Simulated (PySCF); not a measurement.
Identify the unknown among the candidates.

All candidates are C7H8O2.

| technique | computed result |
| --- | --- |
| Triplet | lowest triplet excitation (Tamm–Dancoff): 2.72 eV [TDA PBE0/def2-SVPD] |
| UV, strongest line | among the 8 lowest singlet transitions: S4 at 5.56 eV (223 nm, f = 0.308) [TDDFT PBE0/def2-SVPD] |
| Rotational structure | rotational constants A, B, C: 3.080, 0.891, 0.723 GHz [GFN2-xTB] |
| Polarisability | 99.5 au [PBE0/def2-SVPD] |
| Dipole | 2.83 D [PBE0/def2-SVPD] |
| UV, first state | lowest singlet excitation: 4.44 eV (279 nm, f = 0.208) [TDDFT PBE0/def2-SVPD] |

Electronic properties: PySCF, gas phase, density fitting. Levels stand in brackets. Geometry: GFN2-xTB, one conformer, isolated molecule.

**Question.** Which candidate is it?
A. `C=C1C[C@H](OC=O)C1=C`
B. `C=CC(=C)/C=C/C(=O)O`
C. `C#CC(=O)OC1CCC1`

**Answer.** B. It is `C=CC(=C)/C=C/C(=O)O`. Numbering: `[CH2:1]=[CH:2][C:3](=[CH2:4])/[CH:5]=[CH:6]/[C:7](=[O:8])[OH:9]`. Its formula, C7H8O2, gives 4 degrees of unsaturation: 0 rings and 4 π bonds in the structure found. S1 is mainly HOMO→LUMO (weight 0.84); the largest Löwdin shares of the orbital it empties are 0.25 on a terminal =CH2 carbon, 0.16 on the fully substituted alkene carbon, 0.15 on a terminal =CH2 carbon and 0.12 on an alkene CH carbon, of the orbital it fills 0.19 on a terminal =CH2 carbon, 0.18 on an alkene CH carbon, 0.16 on an alkene CH carbon and 0.11 on the carboxylic acid carbon. The optimised geometry has point group C1 and is an asymmetric top.

The others, at the same levels:
- `C=C1C[C@H](OC=O)C1=C` fails: its computed lowest singlet excitation is 5.19 eV (239 nm, f = 0.271) (against 4.44 eV), static isotropic polarisability is 90.4 au (against 99.5 au) and rotational constant A is 3.723 GHz (against 3.080 GHz).
- `C#CC(=O)OC1CCC1` fails: its computed lowest singlet excitation is 4.95 eV (250 nm, f = 0.000) (against 4.44 eV), lowest triplet excitation (Tamm–Dancoff) is 4.50 eV (against 2.72 eV) and static isotropic polarisability is 86.6 au (against 99.5 au).

Each candidate is one conformer, not necessarily the lowest. Dipoles, sizes and rotational constants follow the conformer. The torsions of the flexible species, by atom-mapped SMILES:
- `[CH2:1]=[CH:2][C:3](=[CH2:4])/[CH:5]=[CH:6]/[C:7](=[O:8])[OH:9]`: C1–C2–C3–C4 -149°, C2–C3–C5–C6 27°, C5–C6–C7–O8 -177°, H–O9–C7–C6 180°
- `[CH2:1]=[C:2]1[CH2:3][C@H:4]([O:5][CH:6]=[O:7])[C:8]1=[CH2:9]`: C3–C4–O5–C6 163°, C4–O5–C6–O7 0°
- `[CH:1]#[C:2][C:3](=[O:4])[O:5][CH:6]1[CH2:7][CH2:8][CH2:9]1`: C2–C3–O5–C6 180°, C3–O5–C6–C7 126°
